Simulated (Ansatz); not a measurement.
One change: `[SH][AlH][SH]` becomes `[SH][Al]([SH])[SH]`.

Ansatz, PBE0-D4/def2-TZVP geometries, multiplicity 1. Each molecule was computed in one conformer, which needn't be the lowest.

```json
{"property": "LUMO energy (ωB97M-V/def2-TZVPP) / eV", "`[SH][AlH][SH]`": "0.61"}
{"property": "LUMO energy (PBE/def2-TZVPP) / eV", "`[SH][AlH][SH]`": "-1.78"}
{"property": "zero-point energy (PBE0-D4/def2-TZVP) / kJ/mol", "`[SH][AlH][SH]`": "68.0"}
{"property": "HOMO energy (B3LYP/def2-TZVPP) / eV", "`[SH][AlH][SH]`": "-7.37"}
{"property": "size of the dipole moment (B3LYP/def2-TZVPP) / D", "`[SH][AlH][SH]`": "1.70"}
{"property": "HOMO energy (ωB97M-V/def2-TZVPP) / eV", "`[SH][AlH][SH]`": "-9.78"}
```

**Question.** Give the same properties after the change, and the shifts. (Estimate.)

**Answer.** Computed: 
```
                                        property  `[SH][Al]([SH])[SH]`  shift
           LUMO energy (ωB97M-V/def2-TZVPP) / eV                  1.04   0.43
               LUMO energy (PBE/def2-TZVPP) / eV                 -1.47   0.31
  zero-point energy (PBE0-D4/def2-TZVP) / kJ/mol                  74.8    6.8
             HOMO energy (B3LYP/def2-TZVPP) / eV                 -7.46  -0.09
size of the dipole moment (B3LYP/def2-TZVPP) / D                  1.46  -0.24
           HOMO energy (ωB97M-V/def2-TZVPP) / eV                 -9.90  -0.12
```

With PBE0 the HOMO falls by 0.10 eV and the LUMO rises by 0.41 eV, so the gap widens by about 0.51 eV. PBE moves the HOMO by -0.07 eV and ωB97M-V by -0.12 eV. The zero-point energy changes by 6.8 kJ/mol with +3 modes. Dipoles are sizes alone; their direction can turn.

B3LYP here is the variant with VWN-RPA as its local correlation; programs differ in this.
